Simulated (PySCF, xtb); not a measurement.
AlF2HO, SMILES [Al]([OH])([F])[F]. One conformer was computed; it need not be the lowest.

Harmonic wavenumbers (cm⁻¹) from GFN2-xTB in xtb 6.7.1 at its own minimum, in rising order: 190, 200, 297, 323, 337, 648, 864, 951, 3755.

### Question
What does PBE0-D3(BJ)/def2-SVP run with PySCF give at its own minimum? (Estimate from the structure and the level; the computed values follow.)

### Answer
231, 251, 294, 343, 553, 709, 971, 998, 3996. Paired by order, the mean absolute difference is 87 cm⁻¹ and the zero-point energies are 10.8 and 11.9 kcal/mol.
